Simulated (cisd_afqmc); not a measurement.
Input (AFQMC/CISD/def2-TZVPP; cisd_afqmc is a phaseless AFQMC code with CISD trial states that reads the integrals written by Ansatz):

Ansatz 0.2 input:
```python
import cisd_afqmc

open("ham.yaml", "w").write("""\
crystal:
  periodic: [false, false, false]
  atoms:
    - {symbol: Mg, position_ang: [-0.00000000, -0.00000000, -0.73115577]}
    - {symbol: F, position_ang: [0.00000000, 0.00000000, 0.97487436]}
basis:
  gaussian:
    orbitals: def2-TZVPP
total_charge: 1
magnetization: {spin_polarized: false}
correlation: {method: ccsd, electrons: outside_noble_gas, hamiltonian_folder: ham}
""")
rep = cisd_afqmc.ansatz("ham.yaml")
e_ccsd = rep["correlation"]["coupled_cluster"]["energy"]["hartree"]
out = cisd_afqmc.run("ham", e_ccsd, trial="CISD", walkers=100, populations=8, threads=8, dt=0.005, steps=40, early=24, settle=10, least=32,
    cut=5e-5, rank_cut=2e-4, target=0.0004, seconds=1500, seed=1, memory=17280, gpu=False)
```

Output:

```
orbitals 57, occupied [4], factors 287 of 485, rank of the doubles 96 of 212
E(HF) = -298.860403
E(CCSD) on the cut factors = -299.134132, shift to the whole factors -0.000001
Energy of the trial state on the determinant = -299.134159
  tau behind 7.2 of longer steps, mean of the populations' last blocks
   2.0  -299.14213
   4.0  -299.14125
   6.0  -299.14361
   8.0  -299.14215
  10.0  -299.14261
  12.0  -299.14290
  14.0  -299.14110
blocks 513 (3 outliers left out), error by blocks joined: 1: 0.00023, 2: 0.00027, 4: 0.00032, 8: 0.00038, 16: 0.00040
E(AFQMC/CISD) = -299.14203 +/- 0.00040
```
